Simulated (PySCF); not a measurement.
CrO3, SMILES [O]=[Cr](=[O])=[O], multiplicity 1.

Geometry optimised at PBE0-D3(BJ)/def2-SVP. The spin state was assumed, not searched. The isomer is the one that the SMILES or the coordinates give; other isomers of the formula were not compared.

All values below come from M06-2X/def2-TZVPD (PySCF).

Symmetry labels are those of the subgroup Cs that the program uses (full group C3v).

Q: List the valence orbital energies around the gap with their symmetry. (An estimate is asked for; the answer gives what the named calculation found.)

A: 
```tsv
orbital	symmetry	energy (eV)
HOMO−7	A"	-15.35
HOMO−6	A'	-14.21
HOMO−5	A"	-14.21
HOMO−4	A'	-14.07
HOMO−3	A'	-11.89
HOMO−2	A'	-11.74
HOMO−1	A"	-11.74
HOMO	A"	-11.11
LUMO	A'	-4.29
LUMO+1	A"	-2.63
LUMO+2	A'	-2.63
LUMO+3	A'	-0.30
```
